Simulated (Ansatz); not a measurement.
ZnMe2 (C₂H₆Zn). Total charge 0; singlet. Geometry r2SCAN-D4/def2-TZVP.

Cartesian coordinates in Å:
```
Zn 0.000 0.001 0.001
C 1.308 1.319 -0.542
H 2.019 1.529 0.263
H 0.830 2.264 -0.816
H 1.881 0.976 -1.407
C -1.308 -1.319 0.542
H -0.839 -2.288 0.732
H -2.068 -1.465 -0.231
H -1.824 -1.016 1.458
```

LC-ωPBE has ω = 0.4 bohr⁻¹.

Task: Estimate the orbital energies around the gap (eV) in Ansatz with revPBE-D4/def2-TZVP, r2SCAN-D4/def2-TZVP, B97M-V/def2-TZVP, PBE0-D4/def2-TZVPD, LC-ωPBE/def2-TZVP.

Result: 
```tsv
orbital	revPBE-D4/def2-TZVP	r2SCAN-D4/def2-TZVP	B97M-V/def2-TZVP	PBE0-D4/def2-TZVPD	LC-ωPBE/def2-TZVP
HOMO−5	-9.20	-9.59	-9.65	-10.72	-13.65
HOMO−4	-9.20	-9.59	-9.65	-10.72	-13.65
HOMO−3	-8.81	-9.18	-9.28	-10.40	-13.25
HOMO−2	-8.81	-9.18	-9.28	-10.40	-13.25
HOMO−1	-7.48	-7.75	-7.75	-8.82	-11.72
HOMO	-5.95	-6.24	-6.26	-7.17	-9.91
LUMO	-0.44	-0.17	-0.44	0.04	1.98
LUMO+1	-0.44	-0.17	-0.44	0.04	1.98
LUMO+2	-0.36	0.09	-0.38	0.04	2.08
LUMO+3	0.86	1.69	1.01	0.48	3.25
LUMO+4	2.44	3.23	2.68	1.29	5.22
LUMO+5	2.44	3.23	2.68	1.29	5.22
```
